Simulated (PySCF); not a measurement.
Correlation energy of Ge (germanium, neutral)

[Ar] 3d10 4s1 4p3, high-spin 5S determinant (an excited configuration). All numbers are calculated (PySCF 2.14, the non-relativistic Hamiltonian (point nucleus), in dyall-av2z). Frozen: [Ar] 3d10; 4 electrons correlated; the 34 highest virtual orbitals of each spin left out.

```csv
level,correlation energy (mhartree)
CCSD,-21.67
(T),-0.15
CCSD(T),-21.82
```

Diagnostics: T1 = 0.0029, D1 = 0.0052, largest double amplitude 0.039.

Cost of the coupled-cluster step: roughly 4 core-seconds, for 4 correlated electrons.

Iterations:

```
CC2 = 0
CCSD nocc = (np.int64(4), np.int64(0)), nmo = (44, 44)
frozen orbitals [[0, 1, 2, 3, 4, 5, 6, 7, 8, 9, 10, 11, 12, 13, 58, 59, 60, 61, 62, 63, 64, 65, 66, 67, 68, 69, 70, 71, 72, 73, 74, 75, 76, 77, 78, 79, 80, 81, 82, 83, 84, 85, 86, 87, 88, 89, 90, 91], [0, 1, 2, 3, 4, 5, 6, 7, 8, 9, 10, 11, 12, 13, 58, 59, 60, 61, 62, 63, 64, 65, 66, 67, 68, 69, 70, 71, 72, 73, 74, 75, 76, 77, 78, 79, 80, 81, 82, 83, 84, 85, 86, 87, 88, 89, 90, 91]]
max_cycle = 100
direct = 0
conv_tol = 1e-08
conv_tol_normt = 1e-06
diis_space = 8
diis_start_cycle = 0
Init t2, MP2 energy = -0.0158194314352408
Init E_corr(UCCSD) = -0.0158194314896442
cycle = 1  E_corr(UCCSD) = -0.0200486695158735  dE = -0.00422923803  norm(t1,t2) = 0.0288763
cycle = 2  E_corr(UCCSD) = -0.0212086648818437  dE = -0.00115999537  norm(t1,t2) = 0.00860585
cycle = 3  E_corr(UCCSD) = -0.0216777921677505  dE = -0.000469127286  norm(t1,t2) = 0.00272514
cycle = 4  E_corr(UCCSD) = -0.021668700444114  dE = 9.09172364e-06  norm(t1,t2) = 0.000324005
cycle = 5  E_corr(UCCSD) = -0.0216697015086332  dE = -1.00106452e-06  norm(t1,t2) = 3.232e-05
cycle = 6  E_corr(UCCSD) = -0.0216695208304948  dE = 1.80678138e-07  norm(t1,t2) = 3.41545e-06
cycle = 7  E_corr(UCCSD) = -0.0216695882522986  dE = -6.74218038e-08  norm(t1,t2) = 4.77544e-07
cycle = 8  E_corr(UCCSD) = -0.0216695819731264  dE = 6.27917218e-09  norm(t1,t2) = 7.39707e-08
UCCSD converged
E(UCCSD) = -2075.242507333602  E_corr = -0.02166958197312643
UCCSD(T) correction = -0.000152905574566235
```
